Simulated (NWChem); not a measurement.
System: CCl3F; SMILES FC(Cl)(Cl)Cl

NWChem input:

```
start job
memory heap 200 mb stack 900 mb global 1100 mb
geometry units angstroms
  F      0.000000     0.000000     1.581889
  C      0.000000     0.000000     0.255563
  Cl     1.316118    -1.035361    -0.308385
  Cl    -1.554708    -0.622112    -0.308385
  Cl     0.238589     1.657472    -0.308385
end
basis spherical
  * library 3-21g
end
dft
  xc hfexch
  iterations 150
end
driver
  maxiter 120
end
task dft optimize
task dft freq
```

Parts of the log:

```
             Northwest Computational Chemistry Package (NWChem) 7.3.0
             --------------------------------------------------------

 C3  symmetry detected

                             Geometry "geometry" -> ""
                             -------------------------

 Output coordinates in angstroms (scale by  1.889725989 to convert to a.u.)

  No.       Tag          Charge          X              Y              Z
 ---- ---------------- ---------- -------------- -------------- --------------
    1 F                    9.0000     0.00000000     0.00000000     1.58124136
    2 C                    6.0000     0.00000000     0.00000000     0.25491536
    3 Cl                  17.0000     1.12426076    -1.24103864    -0.30903264
    4 Cl                  17.0000    -1.63690136    -0.35311906    -0.30903264
    5 Cl                  17.0000     0.51264061     1.59415769    -0.30903264

 Effective nuclear repulsion energy (a.u.)     367.5523268694

      Symmetry information
      --------------------

 Group name             C3
 Group number              5
 Group order               3
 No. of unique centers     3

                                Z-matrix (autoz)
                                --------

 Units are Angstrom for bonds and degrees for angles

      Type          Name      I     J     K     L     M      Value
      ----------- --------  ----- ----- ----- ----- ----- ----------
    1 Stretch                  1     2                       1.32633
    2 Stretch                  2     3                       1.76697
    3 Stretch                  2     4                       1.76697
    4 Stretch                  2     5                       1.76697
    5 Bend                     1     2     3               108.61222
    6 Bend                     1     2     4               108.61222
    7 Bend                     1     2     5               108.61222
    8 Bend                     3     2     4               110.31640
    9 Bend                     3     2     5               110.31640
   10 Bend                     4     2     5               110.31640

  xc_inp: hfexch multiplicative factor not found.

                           NWChem Geometry Optimization
                           ----------------------------

 maximum gradient threshold         (gmax) =   0.000450
 rms gradient threshold             (grms) =   0.000300
 maximum cartesian step threshold   (xmax) =   0.001800
 rms cartesian step threshold       (xrms) =   0.001200
 fixed trust radius                (trust) =   0.300000
 source of zmatrix                         =   autoz

          -------------------
          Energy Minimization
          -------------------

 Using diagonal initial Hessian
 Scaling for Hessian diagonals: bonds = 1.00  angles = 0.25  torsions = 0.10

          --------
          Step   0

                                 NWChem DFT Module
                                 -----------------

 Summary of "ao basis" -> "ao basis" (spherical)
 ------------------------------------------------------------------------------
       Tag                 Description            Shells   Functions and Types
 ---------------- ------------------------------  ------  ---------------------
 F                           3-21g                   5        9   3s2p
 C                           3-21g                   5        9   3s2p
 Cl                          3-21g                   7       13   4s3p

      Symmetry analysis of basis
      --------------------------

        a          23
        e+         17
        e-         17

  Rotation of axis

            General Information
            -------------------
          SCF calculation type: DFT
          Wavefunction type:  closed shell.
          No. of atoms     :     5
          No. of electrons :    66
           Alpha electrons :    33
            Beta electrons :    33
          Charge           :     0
          Spin multiplicity:     1
          Use of symmetry is: on ; symmetry adaption is: on
          Maximum number of iterations: 150
          AO basis - number of functions:    57
                     number of shells:    31
          Convergence on energy requested:  1.00D-06
          Convergence on density requested:  1.00D-05
          Convergence on gradient requested:  5.00D-04

              XC Information
              --------------
                     Hartree-Fock (Exact) Exchange  1.000

      Superposition of Atomic Density Guess
      -------------------------------------

 Sum of atomic energies:       -1508.17388750

      Non-variational initial energy
      ------------------------------

[...]

      ----------------------
      Optimization converged
      ----------------------

  Step       Energy      Delta E   Gmax     Grms     Xrms     Xmax
  ---- ---------------- -------- -------- -------- -------- --------
@    4   -1508.38167827 -1.9D-07  0.00001  0.00001  0.00024  0.00050
                                     ok       ok       ok       ok

                                Z-matrix (autoz)
                                --------

 Units are Angstrom for bonds and degrees for angles

      Type          Name      I     J     K     L     M      Value     Gradient
      ----------- --------  ----- ----- ----- ----- ----- ---------- ----------
    1 Stretch                  1     2                       1.34689    0.00001
    2 Stretch                  2     3                       1.83280   -0.00001
    3 Stretch                  2     4                       1.83280   -0.00001
    4 Stretch                  2     5                       1.83280   -0.00001
    5 Bend                     1     2     3               108.57743    0.00001
    6 Bend                     1     2     4               108.57743    0.00001
    7 Bend                     1     2     5               108.57743    0.00001
    8 Bend                     3     2     4               110.35004   -0.00001
    9 Bend                     3     2     5               110.35004   -0.00001
   10 Bend                     4     2     5               110.35004   -0.00001

                         Geometry "geometry" -> "geometry"
                         ---------------------------------

 Output coordinates in angstroms (scale by  1.889725989 to convert to a.u.)

  No.       Tag          Charge          X              Y              Z
 ---- ---------------- ---------- -------------- -------------- --------------
    1 F                    9.0000     0.00000000     0.00000000     1.60966953
    2 C                    6.0000     0.00000000     0.00000000     0.26277557
    3 Cl                  17.0000     1.16638584    -1.28753928    -0.32112876
    4 Cl                  17.0000    -1.69823464    -0.36635013    -0.32112876
    5 Cl                  17.0000     0.53184881     1.65388941    -0.32112876

 Effective nuclear repulsion energy (a.u.)     355.5518402871

      Symmetry information
      --------------------

 Group name             C3
 Group number              5
 Group order               3
 No. of unique centers     3

                Final and change from initial internal coordinates
                --------------------------------------------------

                                Z-matrix (autoz)
                                --------

 Units are Angstrom for bonds and degrees for angles

[...]

 Rotational Constants
 --------------------
 A=   0.076910 cm-1  (  0.110654 K)
 B=   0.076910 cm-1  (  0.110654 K)
 C=   0.053241 cm-1  (  0.076600 K)

 Temperature                      =   298.15K
 frequency scaling parameter      =   1.0000

 Zero-Point correction to Energy  =    7.160 kcal/mol  (  0.011411 au)
 Thermal correction to Energy     =   10.450 kcal/mol  (  0.016653 au)
 Thermal correction to Enthalpy   =   11.042 kcal/mol  (  0.017597 au)

 Total Entropy                    =   74.405 cal/mol-K
   - Translational                =   40.614 cal/mol-K (mol. weight = 135.9050)
   - Rotational                   =   25.834 cal/mol-K (symmetry #  =        3)
   - Vibrational                  =    7.957 cal/mol-K

 Cv (constant volume heat capacity) =   16.744 cal/mol-K
   - Translational                  =    2.979 cal/mol-K
   - Rotational                     =    2.979 cal/mol-K
   - Vibrational                    =   10.785 cal/mol-K

[normal modes left out]

 ----------------------------------------------------------------------------
 Normal Eigenvalue ||           Projected Infra Red Intensities
  Mode   [cm**-1]  || [atomic units] [(debye/angs)**2] [(KM/mol)] [arbitrary]
 ------ ---------- || -------------- ----------------- ---------- -----------
    1       -0.000 ||    0.000031           0.001         0.030       0.006
    2       -0.000 ||    0.000001           0.000         0.001       0.000
    3       -0.000 ||    0.000000           0.000         0.000       0.000
    4       -0.000 ||    0.000030           0.001         0.029       0.006
    5        0.000 ||    0.000031           0.001         0.030       0.006
    6        0.000 ||    0.000000           0.000         0.000       0.000
    7      241.925 ||    0.000194           0.004         0.189       0.038
    8      241.925 ||    0.000194           0.004         0.189       0.038
    9      335.328 ||    0.001388           0.032         1.353       0.274
   10      380.083 ||    0.001283           0.030         1.251       0.253
   11      380.083 ||    0.001283           0.030         1.251       0.253
   12      486.522 ||    0.006756           0.156         6.586       1.332
   13      846.620 ||    0.285761           6.593       278.574      56.325
   14      846.620 ||    0.285761           6.593       278.574      56.325
   15     1252.104 ||    0.178303           4.114       173.819      35.144
 ----------------------------------------------------------------------------
```

Level: Hartree-Fock/3-21G.
